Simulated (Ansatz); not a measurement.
C2H4ClNOSi (`C[Si](O)(Cl)C#N`), relaxed with RKS PBE0-D4/def2-TZVP in the Gaussian-basis code of Ansatz from a PBE-D4/def2-SVP geometry. The force threshold is 0.005 eV/Å; the program also tests the step.

Charge 0, multiplicity 1.

Start:

```xyz
10

C     1.163   -0.009    0.898
Si   -0.196    0.273   -0.328
O    -1.426    1.112    0.413
Cl    0.477    1.260   -2.028
C    -0.857   -1.356   -0.959
N    -1.278   -2.388   -1.327
H     1.988   -0.585    0.435
H     1.563    0.961    1.255
H     0.776   -0.576    1.768
H    -2.211    1.307   -0.129
```

Question: How much energy does the relaxation release, and in how many steps? (Best estimate.)

Answer: The calculation gave: 2.01 kcal/mol, in 7 steps.

Question: Which bonds change most? (Estimate.)

Answer: Ansatz gave: Si2–O3 from 1.663 to 1.624 Å; Si2–Cl4 from 2.077 to 2.044 Å; C5–N6 from 1.174 to 1.152 Å; C1–Si2 from 1.852 to 1.834 Å.

Question: Give the relaxed structure. (An estimate is asked.)

Answer: Ansatz gave: 
```xyz
10

C     1.152   -0.007    0.890
Si   -0.195    0.271   -0.324
O    -1.406    1.085    0.391
Cl    0.470    1.241   -1.996
C    -0.850   -1.347   -0.952
N    -1.262   -2.358   -1.318
H     1.964   -0.579    0.436
H     1.548    0.950    1.235
H     0.771   -0.560    1.751
H    -2.191    1.305   -0.113
```
